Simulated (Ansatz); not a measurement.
Gas-phase electronic energies from Ansatz, PBE0-D4/def2-TZVP geometries. CCSD(T)/CBS is the MP2 limit (def2-TZVPP, def2-QZVPP) plus CCSD(T) − MP2 in def2-TZVPP, frozen cores. Functionals use def2-TZVPP. def2 core potentials past Kr. For Sn outer-core shells are correlated without core-valence functions, which leaves a few kJ/mol of doubt a bond. One conformer a species, not always the lowest.

Reaction (formal exchange of groups at the Sn–O bond): `OC[O][SnH3]` + `N=C(O)CCO` → `N=C(O)[CH2][SnH3]` + `OCOCO`

```csv
level,ΔE (kJ/mol)
ωB97M-V,32.6
PBE0,31.4
MP2/CBS(def2),37.2
CCSD/CBS(def2),36.7
```

What does CCSD(T)/CBS give? (Estimate.)

Computed: +36.4 kJ/mol. The listed levels differ from it by -3.8, -5.0, 0.8, 0.3 kJ/mol.

Largest T1 diagnostic among the species: 0.013.

In def2-TZVPP, CCSD(T) changes the Hartree–Fock value by −4.5 kJ/mol (the triples alone add −0.3 kJ/mol) and MP2 by −3.8 kJ/mol.
